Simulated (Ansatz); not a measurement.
Consider the formal exchange of groups at the Se–C bond: `CC[Se][SiH3]` + `BC=C` → `B/C=C/[Se][SiH3]` + `CC`.

Program: Ansatz. Geometries: PBE0-D4/def2-TZVP. ΔE: electronic, gas phase. CCSD(T)/CBS adds triple-zeta CCSD(T) − MP2 to the extrapolated MP2 energy (def2 sets, frozen cores). This one scheme is used for every species. DFT in def2-TZVPP. For Se outer-core shells are correlated without core-valence functions, which leaves a few kJ/mol of doubt a bond. Scalar relativity is left out up to krypton. Each species was taken in one conformer, which may not be the lowest.

CCSD(T)/CBS gives -16.2 kJ/mol.

**Question.** Another level gave -25.5 kJ/mol. Which?
A. SCS-MP2/def2-TZVPP
B. HF/def2-TZVPP
C. PBE0/def2-TZVPP
D. PBE/def2-TZVPP

**Answer.** C. PBE0 -25.5, PBE -32.3, SCS-MP2/def2-TZVPP -18.4, HF/def2-TZVPP -8.5 kJ/mol.

Largest T1 diagnostic among the species: 0.012.

From PBE to PBE0 (25 % exact exchange), in def2-TZVPP and without D4, ΔE moves by +6.8 kJ/mol. In def2-TZVPP, CCSD(T) changes the Hartree–Fock value by −9.4 kJ/mol (the triples alone add −2.6 kJ/mol) and MP2 by −13.4 kJ/mol.
